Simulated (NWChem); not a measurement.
Molecule: C$_{4}$H$_{4}$ClF; SMILES C(=C)=C(CCl)F

```xyz
10

C      0.8642    -2.8038     0.2599
C      0.2293    -1.6812     0.0521
C     -0.3791    -0.5392    -0.1733
F     -1.6604    -0.3519     0.1641
C      0.2456     0.6380    -0.8280
Cl     0.3535     2.0424     0.2828
H      0.8806    -3.6012    -0.4928
H      1.3992    -2.9910     1.1987
H     -0.3629     0.9617    -1.6852
H      1.2586     0.3949    -1.1692
```
Atoms are numbered in this order, from 1.

Program: NWChem. Structure relaxed at the PBE0/def2-SVP level. Total energies compare along this basis series because the functional is fixed.

```tsv
level	basis functions	energy (Ha)	highest occupied level (eV)	orbital gap (eV)	dipole (D)
TPSS/cc-pVDZ	108	-714.8764	-6.19	4.78	2.62
TPSS/aug-cc-pVDZ	178	-714.8974	-6.42	4.70	2.83
TPSS/cc-pVTZ	240	-714.9722	-6.36	4.75	2.71
```
